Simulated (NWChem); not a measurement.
**Spin states of HTe**

```xyz
2

Te     0.0000     0.0000     0.0315
H      0.0000     0.0000    -1.6355
```
Charge 0, spin multiplicity 2.

Program: NWChem. Structure: optimised with UPBE0/def2-SVP with def2 effective core potentials on Te, a minimum by its harmonic frequencies.

Basis set: def2-TZVP. The gap is E(quartet) − E(doublet) at the geometry of the doublet, so a negative value puts the higher spin lower. Open shells are unrestricted, coupled cluster uses restricted open-shell references. The quartet is the single determinant that the SCF runs reached, with unpaired electrons in orbitals of symmetry a1 and b1 and b2 (C2v labels); it need not be the lowest quartet, which in molecules with degenerate π orbitals can need several determinants.

Costs are rough ratios of processor time within this set of runs, SCF included, with B3LYP as 1.

Effective core potentials replace the inner electrons of Te; spin-orbit coupling is left out. The correlated methods keep 4 core orbitals frozen. B3LYP has NWChem's definition, with VWN1-RPA local correlation. The structure started from a generated list of species. The unpaired electrons of the parent sit in orbitals of symmetry b2 (C2v labels of the run); other states weren't searched. No SCF solution was tested for a lower state. Open-shell Hartree-Fock references start from PBE0 orbitals; any time given for them includes that run. Coupled-cluster values serve here as a point of comparison, not as the truth.

| method | vertical doublet-quartet gap (kcal/mol) | relative cost |
|---|---|---|
| B3LYP | 94.5 | 1 |
| PBE | ___ | under 3 |
| BP86 | 93.1 | under 3 |
| r2SCAN | ___ | under 3 |
| HF | ___ | under 3 |
| B2PLYP | 94.6 | under 3 |
| MP2 | 93.1 | under 3 |
| CCSD(T) | ___ | 10 |

**Question.** Fill in the missing entries.

**Answer.** 
- PBE, vertical doublet-quartet gap (kcal/mol): 91.8
- r2SCAN, vertical doublet-quartet gap (kcal/mol): 90.5
- HF, vertical doublet-quartet gap (kcal/mol): 82.2
- CCSD(T), vertical doublet-quartet gap (kcal/mol): 94.1
